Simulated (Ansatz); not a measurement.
Compare A (`BSC(=C)Cl`) with its isomer B (`C=CB(S)Cl`).

Gas-phase electronic energies from Ansatz, PBE0-D4/def2-TZVP geometries. CBS: MP2 limit from def2 TZ/QZ plus the TZ coupled-cluster correction, frozen cores. Functionals use def2-TZVPP. B3LYP here is the variant with VWN-RPA as its local correlation; programs differ in this. Each species was taken in one conformer, which may not be the lowest.

A:

```xyz
9

B     1.825    0.310    1.086
S     0.978    0.396   -0.448
C    -0.692   -0.148   -0.246
C    -1.493   -0.171   -1.303
Cl   -1.253   -0.634    1.302
H     2.960    0.666    1.007
H     1.319   -0.063    2.092
H    -1.122    0.139   -2.271
H    -2.522   -0.495   -1.219
```

B:

Z-matrix (Å, degrees):
```
C
C 1 1.334
H 1 1.086 2 121.1
H 1 1.085 2 122.1 3 180.0
B 2 1.541 1 123.6 3 -0.1
H 2 1.089 1 118.0 3 -180.0
Cl 5 1.762 2 121.4 1 0.3
S 5 1.792 2 118.1 1 -179.7
H 8 1.343 5 97.8 2 180.0
```

(1) Which is lower in electronic energy at CCSD(T)/CBS, and by how much? (Estimate.)

(2) Give E(B) − E(A) in kJ/mol with PBE0-D4, B3LYP, CCSD(T)/def2-TZVPP, HF/def2-TZVPP, ωB97M-V, PBE-D4, MP2/def2-TZVPP. (Best estimate.)

Largest T1 diagnostic: 0.014.

Results:

(1) The calculation gave: B, by 205.0 kJ/mol.

(2) Ansatz gave: PBE0-D4 -201.7, B3LYP -202.1, CCSD(T)/def2-TZVPP -207.4, HF/def2-TZVPP -222.2, ωB97M-V -206.0, PBE-D4 -192.4, MP2/def2-TZVPP -207.2. None reverses the order clearly.

In def2-TZVPP, CCSD(T) changes the Hartree–Fock value by +14.8 kJ/mol (the triples alone add +4.0 kJ/mol) and MP2 by +14.9 kJ/mol. From PBE to PBE0 (25 % exact exchange), in def2-TZVPP and without D4, E(B) − E(A) moves by −9.2 kJ/mol.
